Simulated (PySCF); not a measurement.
A structure optimised at PBE-D3(BJ)/def2-SVP, used in a PySCF frequency run:

```xyz
16

C      2.5551    -0.7461     1.1109
C      1.8583     0.4688     0.5517
C      0.5572     0.5838     0.3555
C     -0.7423     0.6922     0.1484
C     -1.4640     0.2994    -1.1222
C     -2.4947    -0.8142    -0.8969
H      1.8373    -1.5563     1.3416
H      3.1074    -0.4945     2.0417
H      3.3061    -1.1398     0.3928
H      2.5007     1.3330     0.2905
H     -1.3753     1.0827     0.9706
H     -1.9799     1.1972    -1.5316
H     -0.7210    -0.0111    -1.8852
H     -2.0061    -1.7413    -0.5344
H     -3.0378    -1.0558    -1.8332
H     -3.2489    -0.5185    -0.1381
```

Problem. Write its SMILES and formula.

Solution. CC=C=CCC, C6H10

Problem. What are its rotational constants (standard atomic weights)?

Solution. 9.1912, 1.4299, 1.3286 GHz
